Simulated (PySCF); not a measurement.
C2H4F, SMILES C[CH]F (connectivity only; charge and spin as stated), charge +1, multiplicity 1.

Geometry: PBE0-D3(BJ)/def2-TZVP. The spin state was assumed, not searched. The isomer is the one that the SMILES or the coordinates give; other isomers of the formula were not compared.

Calculation: PBE/def2-TZVPD in PySCF.

```yaml
total_energy: -177.97998 hartree
point_group: Cs
highest_occupied_level: -16.48 eV
lowest_empty_level: -11.16 eV
orbital_gap: 5.32 eV
dipole_moment_about_the_centre_of_nuclear_charge: 2.65 D
mean_static_polarisability: 23.6 bohr³ (3.50 Å³)
polarisability_principal_values: 18.6, 22.1, 30.1 bohr³
```
